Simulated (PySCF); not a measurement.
Precursor series Ti F-NH2. Gas-phase values, no solvent. One relaxed conformer stands for each flexible species; it need not be the lowest.

The LUMO from two functionals at the same geometries (r2SCAN-D4/def2-SVP), both in PySCF: PBE-D3(BJ)/def2-TZVP and TPSSh-D3(BJ)/def2-TZVP. 

```json
[
 {"species": "0 of 4 F replaced by NH2 ([Ti(F)4])", "TPSSh-D3(BJ)/def2-TZVP (eV)": "-3.60"},
 {"species": "1 of 4 F replaced by NH2 ([Ti(F)3(NH2)])", "TPSSh-D3(BJ)/def2-TZVP (eV)": "-2.99"},
 {"species": "2 of 4 F replaced by NH2 ([Ti(F)2(NH2)2])", "TPSSh-D3(BJ)/def2-TZVP (eV)": "-2.14"},
 {"species": "3 of 4 F replaced by NH2 ([Ti(F)(NH2)3])", "TPSSh-D3(BJ)/def2-TZVP (eV)": "-1.51"},
 {"species": "4 of 4 F replaced by NH2 ([Ti(NH2)4])", "TPSSh-D3(BJ)/def2-TZVP (eV)": "-1.18"}
]
```

Problem. What does PBE-D3(BJ)/def2-TZVP give for each?

Solution. 
- 0 of 4 F replaced by NH2 ([Ti(F)4]): -3.98
- 1 of 4 F replaced by NH2 ([Ti(F)3(NH2)]): -3.43
- 2 of 4 F replaced by NH2 ([Ti(F)2(NH2)2]): -2.59
- 3 of 4 F replaced by NH2 ([Ti(F)(NH2)3]): -1.96
- 4 of 4 F replaced by NH2 ([Ti(NH2)4]): -1.66
Over these rows, drawn at random from the members with no instability flagged (it was tested for open shells, ions and some series alone), PBE minus TPSSh-D3(BJ): mean -0.44 eV, from -0.48 eV to -0.39 eV.
